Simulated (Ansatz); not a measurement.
Program: Ansatz. Geometries: PBE0-D4/def2-TZVP. ΔE: electronic, gas phase. CCSD(T)/CBS adds triple-zeta CCSD(T) − MP2 to the extrapolated MP2 energy (def2 sets, frozen cores). This one scheme is used for every species, atoms too. For atomizations the MP2-based limit and the directly extrapolated one differ by several kJ/mol either way, and by 10 to 25 for some Ge, Se and Sn compounds, so smaller differences from it don't rank the levels. DFT in def2-TZVPP. B3LYP here is the variant with VWN-RPA as its local correlation; programs differ in this. Open shells (•) are unrestricted, without spin–orbit coupling. Spin–orbit coupling would lower the free atoms: a little for B, C, S, Si. Each species was taken in one conformer, which may not be the lowest.

Consider the atomization: `PB1C[SiH2]S1` → B• + C• + 6 H• + P• + S• + Si•.

`PB1C[SiH2]S1`:

Cartesian coordinates in Å:
```
P -1.314 -1.855 1.050
B -0.368 -0.309 0.473
C 0.404 -0.122 -0.902
Si 1.245 1.383 -0.195
S -0.014 1.119 1.538
H -2.099 -2.050 -0.114
H -2.320 -1.237 1.830
H 1.020 -0.965 -1.220
H -0.288 0.116 -1.716
H 1.048 2.688 -0.880
H 2.685 1.231 0.136
```

Problem. What is ΔE at CCSD(T)/CBS? (Estimate.)

Solution. Ansatz gave: +3797.3 kJ/mol.

Problem. What do these levels give: B97M-V, B3LYP-D4, CAM-B3LYP-D4, PBE-QIDH, LC-ωPBE, HF/def2-TZVPP? (An estimate is asked.)

Solution. Computed: B97M-V 3875.9, B3LYP-D4 3812.5, CAM-B3LYP-D4 3814.7, PBE-QIDH 3803.3, LC-ωPBE 3784.3, HF/def2-TZVPP 2810.5 kJ/mol.

Problem. What do rigid-rotor, harmonic-oscillator terms from PBE0-D4/def2-TZVP frequencies (298.15 K, 1 bar) make of the CCSD(T)/CBS value? (Best estimate.)

Solution. The calculation gave: ΔZPE = -177.3 kJ/mol, ΔH = +3666.6 kJ/mol, ΔS = 1145 J/(mol·K), ΔG = +3325.1 kJ/mol. Open shells count their whole term as degenerate. Modes under 50 cm⁻¹ make the entropy rough.

Largest T1 diagnostic among the species: 0.015.

In def2-TZVPP, CCSD(T) changes the Hartree–Fock value by +880.1 kJ/mol (the triples alone add +61.2 kJ/mol) and MP2 by +922.0 kJ/mol; breaking electron pairs costs correlation energy, which Hartree–Fock lacks. Leaving LDA and LC-ωPBE aside and taking each functional with its dispersion term where it has one, the values, not all of them listed here, spread over 136.4 kJ/mol, from BHLYP-D4 to B97M-V. LDA lies +493.7 kJ/mol from PBE without D4, its usual overbinding. From BLYP to BHLYP (50 % exact exchange), in def2-TZVPP and without D4, ΔE moves by −19.9 kJ/mol: exact exchange takes away binding that semilocal exchange gives to molecules.
